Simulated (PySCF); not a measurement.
Bonding in `C=C(COC)C[C@H](F)Cl`

Compound: C₆H₁₀ClFO.
Atom-mapped SMILES: `[CH2:1]=[C:2]([CH2:3][O:4][CH3:5])[CH2:6][C@H:7]([F:8])[Cl:9]` (hydrogens: H10, H11 on C1; H12, H13 on C3; H14, H15, H16 on C5; H17, H18 on C6; H19 on C7)

Cartesian coordinates in Å at the GFN2-xTB level; atoms count from 1:
```xyz
19
C6H10ClFO angstrom
C     -0.326   -1.624   -1.781
C     -0.193   -0.472   -1.145
C      1.120   -0.018   -0.566
O      0.966    0.265    0.810
C      2.162    0.678    1.418
C     -1.357    0.463   -0.937
C     -2.024    0.167    0.399
F     -2.635   -1.048    0.365
Cl    -3.278    1.388    0.757
H      0.499   -2.303   -1.911
H     -1.270   -1.932   -2.196
H      1.885   -0.796   -0.708
H      1.459    0.892   -1.093
H      2.935   -0.097    1.340
H      2.542    1.602    0.963
H      1.934    0.856    2.467
H     -2.097    0.333   -1.729
H     -1.019    1.499   -0.923
H     -1.311    0.159    1.229
```

Bond orders from the PBE0/pcSseg-1 density (PySCF). Geometry: GFN2-xTB, one conformer, isolated molecule.

Question: How far do the computed orders between heavy atoms stray from the drawn ones?

Answer: The largest departure is 0.079, at C3–O4 (drawn single, 0.921) and O4–C5 (drawn single, 0.924).

Question: Give the Mayer order of every bond, beside its length.

Answer: 
```tsv
bond	drawn as	length (Å)	Mayer order
C1–C2	double	1.322	2.001
C2–C3	single	1.505	1.031
C3–O4	single	1.414	0.921
O4–C5	single	1.404	0.924
C2–C6	single	1.507	1.028
C6–C7	single	1.522	0.971
C7–F8	single	1.360	0.929
C7–Cl9	single	1.787	0.995
C1–H10	single	1.076	0.939
C1–H11	single	1.076	0.938
C3–H12	single	1.100	0.936
C3–H13	single	1.105	0.922
C5–H14	single	1.097	0.960
C5–H15	single	1.097	0.959
C5–H16	single	1.088	0.972
C6–H17	single	1.091	0.932
C6–H18	single	1.090	0.930
C7–H19	single	1.094	0.914
```

By pair of heavy elements: C–C: lowest C6–C7 (0.971, 1.522 Å), highest C1–C2 (2.001, 1.322 Å). C–O: all 2 within 0.02 of one another (0.921 to 0.924).

Question: Sum the orders of all bonds at each heavy atom with more than one neighbour and set the sums beside the valence in the SMILES.

Answer: C1 3.878 (drawn 4), C2 4.060 (drawn 4), C3 3.810 (drawn 4), O4 1.845 (drawn 2), C5 3.815 (drawn 4), C6 3.861 (drawn 4), C7 3.809 (drawn 4). Orders between atoms that aren't bonded are not in these sums.

For a closed shell the Mayer order of atoms A and B is Σ (PS)μν (PS)νμ over the basis functions μ on A and ν on B, with P the density and S the overlap matrix.
